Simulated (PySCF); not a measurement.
## Zinc: a sound run and one with changed settings

Sound run: Zn⁺ [Ar] 3d10 4s1, Zn²⁺ [Ar] 3d10. Calculation: PySCF 2.14, in x2c-SVPall; scalar relativity by spin-free X2C-1e. In the sound run the correlated levels freeze [Ar]. The sound run starts from symmetry-adapted Hartree-Fock orbitals and uses a fine grid where one is needed.

Changed run: the non-relativistic Hamiltonian (point nucleus). This setting is unsound on purpose.

```json
{"species": "Zn⁺", "method": "UHF", "sound run (hartree)": "-1793.65477", "changed run (hartree)": "-1771.40088", "converged": "yes"}
{"species": "Zn⁺", "method": "LDA", "sound run (hartree)": "-1792.22278", "changed run (hartree)": "-1769.97146", "converged": "yes"}
{"species": "Zn⁺", "method": "r2SCAN", "sound run (hartree)": "-1795.21599", "changed run (hartree)": "-1772.96251", "converged": "yes"}
{"species": "Zn⁺", "method": "MP2", "sound run (hartree)": "-1793.92119", "changed run (hartree)": "-1771.66735", "converged": "yes"}
{"species": "Zn⁺", "method": "CCSD(T)", "sound run (hartree)": "-1793.90684", "changed run (hartree)": "-1771.65291", "converged": "yes"}
{"species": "Zn²⁺", "method": "UHF", "sound run (hartree)": "-1793.03597", "changed run (hartree)": "-1770.79897", "converged": "yes"}
{"species": "Zn²⁺", "method": "LDA", "sound run (hartree)": "-1791.52892", "changed run (hartree)": "-1769.29733", "converged": "yes"}
{"species": "Zn²⁺", "method": "r2SCAN", "sound run (hartree)": "-1794.53890", "changed run (hartree)": "-1772.30427", "converged": "yes"}
{"species": "Zn²⁺", "method": "MP2", "sound run (hartree)": "-1793.28591", "changed run (hartree)": "-1771.04908", "converged": "yes"}
{"species": "Zn²⁺", "method": "CCSD(T)", "sound run (hartree)": "-1793.27209", "changed run (hartree)": "-1771.03520", "converged": "yes"}
```

Ionisation energy of Zn⁺:

```csv
method,sound run (eV),changed run (eV)
UHF,16.838,16.379
LDA,18.881,18.344
r2SCAN,18.425,17.912
MP2,17.287,16.824
SCS-MP2,17.225,16.760
CCSD,17.235,16.772
CCSD(T),17.272,16.809
```

Most of the change in total energy is the relativistic energy itself. On top of that the contraction fixes the core shape for the Hamiltonian it was made with, so the changed run is not a good calculation with the other Hamiltonian either.

For comparison, NIST gives 17.964 eV between the lowest levels.
